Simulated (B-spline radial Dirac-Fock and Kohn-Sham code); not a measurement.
**Elastic and transport cross sections of fluorine for electrons**

These are calculated numbers from a radial atomic solver; the model is relativistic (Dirac) partial waves in the static field of the Dirac-Fock atom with Furness-McCarthy exchange, without polarisation or absorption potentials. σ_tr1 and σ_tr2 weight the cross section with 1 − P₁ and 1 − P₂ of cos θ; "backward" is the share scattered beyond 90°.

```
energy (eV)  σ (a₀²)  σ_tr1 (a₀²)  σ_tr2 (a₀²)  σ/σ_tr1  backward (%)
        300     4.22         1.54         2.00     2.74            15
        329     3.98         1.36         1.84     2.93            13
        391     3.57         1.07         1.55     3.35            11
        500     3.04        0.746         1.18     4.08           7.9
        861        ?            ?            ?        ?             ?
       1000     1.88        0.258        0.489     7.30           3.1
       1180     1.66        0.198        0.387     8.41           2.5
       1440     1.42        0.143        0.289     9.98           2.0
       1500     1.38        0.133        0.272     10.3           1.9
       1710     1.24        0.107        0.223     11.6           1.6
```

Task: Fill in the row for 861 eV.

Result: σ = 2.10 a₀², σ_tr1 = 0.327 a₀², σ_tr2 = 0.600 a₀², σ/σ_tr1 = 6.42, backward 3.8 %. The ratio σ/σ_tr1 is roughly the number of elastic collisions that randomise the direction.
